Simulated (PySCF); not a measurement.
# Kr⁺: ionisation energy

Kr⁺ [Ar] 3d10 4s2 4p5 (2P) → Kr²⁺ [Ar] 3d10 4s2 4p4 (3P), as a difference of total energies. Calculation: PySCF 2.14, in def2-QZVPPD; no relativity, point nucleus. Correlated levels: valence: [Ar] 3d10 frozen; valence and next inner shell: [Ne] frozen. The calculations carry no spin-orbit coupling.

| method | ionisation energy (eV) |
| --- | --- |
| UHF | 23.222 |
| LDA | 24.614 |
| PBE | 24.303 |
| PBE0 | 24.341 |
| r2SCAN | 24.421 |
| wB97M-V | 24.260 |
| r2SCAN0 | 24.408 |
| revPBE | 24.229 |
| B97-3 | 24.339 |
| MP2 (valence) | 24.174 |
| SCS-MP2 (valence) | 24.191 |
| MP2 (valence and next inner shell) | 24.295 |
| SCS-MP2 (valence and next inner shell) | 24.275 |

How much does correlation contribute at MP2 (valence and next inner shell)?

24.295 − (23.222) = 1.073 eV, measured against UHF.

A first-order spin-orbit estimate (lowest level to lowest level, LS coupling) adds -0.021 eV.

These non-relativistic numbers lack the scalar-relativistic shift.

Errors of the correlated levels include the incompleteness of this basis and the frozen core.

For comparison: 24.360 eV (measured; NIST Atomic Spectra Database, ionization energies).
